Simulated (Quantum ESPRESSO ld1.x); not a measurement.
The oxygen ion O+, configuration [He] 2s0.5 2p4.5 (fractional occupations, a model configuration). Calculated with ld1.x of Quantum ESPRESSO 7.5: scalar-relativistic Kohn-Sham, LDA (Slater exchange, Perdew-Zunger correlation), spin-polarised, spherical densities, point nucleus; open shells are filled with parallel spins first. Some entries of the table are withheld. Estimate them.

orbital,occ.,eigenvalue (hartree),r(max) (bohr)
1s up,1,-19.4851,0.130
1s down,1,-19.4234,0.130
2s up,0.5,-1.51038,0.853
2s down,0,-1.37551,0.866
2p up,3,-0.96199,(1)
2p down,1.5,-0.83025,(2)

Answer. 
(1) 2p up r(max) (bohr): 0.775
(2) 2p down r(max) (bohr): 0.793
